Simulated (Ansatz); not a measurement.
Ansatz (a program for electronic structure) input (B2PLYP/def2-TZVPD):

Ansatz 0.2 input:
```yaml
crystal:
  periodic: [false, false, false]
  atoms:
    - {symbol: C, position_ang: [0.20756671, -1.27918007, 0.31677207]}
    - {symbol: C, position_ang: [1.12713930, -0.21698356, 0.02421921]}
    - {symbol: N, position_ang: [0.59409187, 0.98334551, -0.26388317]}
    - {symbol: N, position_ang: [-0.73106991, 0.74339095, -0.16759123]}
    - {symbol: C, position_ang: [-0.97906541, -0.57486667, 0.17134272]}
    - {symbol: H, position_ang: [2.21258428, -0.27635508, 0.00984356]}
    - {symbol: H, position_ang: [-1.37271038, 1.49934109, -0.34076485]}
    - {symbol: H, position_ang: [-2.01487117, -0.88395942, 0.27723803]}
basis:
  gaussian:
    orbitals: def2-TZVPD
hamiltonian:
  xc: {name: B2PLYP}
total_charge: -1
magnetization: {spin_polarized: false}
correlation: {electrons: outside_noble_gas}
```

End of the output:

```
integrals: 0.35 GiB planned
1416 factors; integrals over basis functions are off by at most 1.1e-3 eV
0.39 GiB of the device are held for the grids
1.00 GiB of device memory are held for the factors and their scratch space
mean field: 1.24 GiB planned
mean field evaluation 1: about -6123.0849 eV, gradient 3.7e1 eV
mean field evaluation 2: about -6123.1582 eV, gradient 3.7e1 eV
mean field evaluation 4: about -6126.7965 eV, gradient 6.5e0 eV
mean field evaluation 8: about -6126.9238 eV, gradient 9.2e-1 eV
mean field evaluation 16: about -6126.9266 eV, gradient 1.4e-3 eV
mean field -6126.92662462 eV, -225.1604004749 hartree, gradient 2.0e-6 eV, S^2 0.000000; 0 other end points of the search recorded, 0 dependent functions left out
5 core orbitals not correlated
reference -6126.92678270 eV, -225.1604062841 hartree; 13, 13 occupied and 194, 194 virtual orbitals, 1416 factors
second order -30.02294818 eV of doubles, -0.00000000 eV of singles
Total energy: -6135.03297871 eV, -225.4583034929 hartree
```

It need not be the lowest isomer of its formula. Whether it binds its extra electron was not tested at this geometry.
